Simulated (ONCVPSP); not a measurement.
## u(r) = r·R(r): atom against pseudo-atom (Tc (Z = 43))

Columns: radius, all-electron u(r) and pseudo u(r) of the 4d shell (level -6.66 eV) of technetium in the configuration [Ar] 3d10 4s2 4p6 4d5 5s2; PBE, scalar-relativistic, ONCV scheme, ONCVPSP 4.0.1.

| r (bohr) | all-electron | pseudo |
| --- | --- | --- |
| 0.088 | -0.1183 | 0.0018 |
| 0.175 | -0.3204 | 0.0135 |
| 0.262 | -0.3843 | 0.0431 |
| 0.350 | -0.3044 | 0.0955 |
| 0.438 | -0.1418 | 0.1704 |
| 0.525 | 0.0468 | 0.2626 |
| 0.612 | 0.2305 | 0.3654 |
| 0.700 | 0.3944 | 0.4717 |
| 0.788 | 0.5294 | 0.5713 |
| 0.875 | 0.6333 | 0.6562 |
| 0.962 | 0.7092 | 0.7227 |
| 1.050 | 0.7608 | 0.7696 |
| 1.138 | 0.7913 | 0.7970 |
| 1.225 | 0.8046 | 0.8076 |
| 1.312 | 0.8049 | 0.8058 |
| 1.400 | 0.7950 | 0.7950 |
| 1.487 | 0.7779 | 0.7778 |
| 1.575 | 0.7552 | 0.7551 |
| 1.662 | 0.7291 | 0.7290 |
| 1.750 | 0.7003 | 0.7003 |
| 1.838 | 0.6702 | 0.6701 |
| 1.925 | 0.6397 | 0.6397 |
| 2.012 | 0.6092 | 0.6092 |
| 2.100 | 0.5788 | 0.5787 |
| 2.188 | 0.5490 | 0.5489 |
| 2.275 | 0.5203 | 0.5203 |

(1) How many radial nodes do the two functions have?

(2) At about which radius was the pseudo-wave matched?

(3) Is the pseudo-wave norm-conserving?

## Answers

(1) The all-electron 4d function has n − l − 1 = 1; the pseudo-wave has 0, since the states of the same l below it are removed with the core.

(2) 1.45 bohr, where the columns begin to agree (steps of 0.09 bohr).

(3) Yes: the ONCV scheme keeps the norm inside the radius equal to the all-electron one, which fixes the energy derivative of the logarithmic derivative at the level.
